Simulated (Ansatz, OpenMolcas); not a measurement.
A ladder of methods for C3H12AlN (SMILES C[N+](C)(C)[AlH3-])

C3H12AlN: 17 atoms, total charge 0, spin state singlet. As SMILES, `C[N+](C)(C)[AlH3-]`. Geometry: relaxed at PBE0-D4/def2-TZVP.

Each level gives the vertical energy of the triplet above the singlet (eV). The values are calculated.

| level | kind | program | value (eV) | less CCSD(T)/6-31G* | CPU time (all runs) |
| --- | --- | --- | --- | --- | --- |
| HF/6-31G* (spherical functions) | Hartree–Fock | Ansatz | 6.97 | +0.08 | 39 s |
| SVWN5/6-31G* (spherical functions) | LDA | Ansatz | 5.93 | -0.96 | 30 s |
| BLYP/6-31G* (spherical functions) | GGA | OpenMolcas | 6.21 | -0.68 | 7.5 min |
| PBE/6-31G* (spherical functions) | GGA | Ansatz | 6.05 | -0.84 | 57 s |
| revPBE/6-31G* (spherical functions) | GGA | Ansatz | 6.10 | -0.79 | 59 s |
| PBE0/6-31G* (spherical functions) | global hybrid | Ansatz | 6.47 | -0.42 | 89 s |
| RPA@PBE0/6-31G* (spherical functions) | RPA | Ansatz | 6.70 | -0.19 | 2.1 min |
| CCSD(T)/6-31G* (spherical functions) | coupled cluster or CI | Ansatz | 6.89 | 0.00 | 3.5 min |

CCSD(T)/6-31G* (spherical functions) is the highest level here, not the true value. The values span 5.93 to 6.97 eV. A triplet this far above the singlet is often a Rydberg-like or dissociative state; sets without diffuse functions put Rydberg states too high. Times are those of the runs behind each value, whatever else they computed, on shared processors of several kinds: orders of magnitude only.
